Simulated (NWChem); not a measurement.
A series in which one site is exchanged, each optimised at PBE0/def2-SVP with NWChem, gas phase unless a solvent is named. Some are not confirmed as minima by frequencies. def2 effective core potentials on Sb, Bi; no spin-orbit coupling.

A: N[SiH3] (SiNH₅; site = N)
B: [SiH3][SbH2] (SiSbH5; site = Sb)
C: [SiH3][BiH2] (SiBiH5; site = Bi)
D: [AlH2][SiH3] (AlSiH5; site = Al)

```tsv
quantity	A	B	C	D
dipole (D), PBE0/def2-SVP	___	0.10	0.88	0.32
static polarisability, CAM-B3LYP/def2-SVPD (bohr³)	___	78.2	84.4	63.9
lowest singlet excitation, CAM-B3LYP/def2-SVPD, TDA (eV)	___	5.79	5.72	4.28
```

### Question
Complete the blanks.

### Answer

- dipole (D), PBE0/def2-SVP, A: 1.44
- static polarisability, CAM-B3LYP/def2-SVPD (bohr³), A: 38.3
- lowest singlet excitation, CAM-B3LYP/def2-SVPD, TDA (eV), A: 6.33
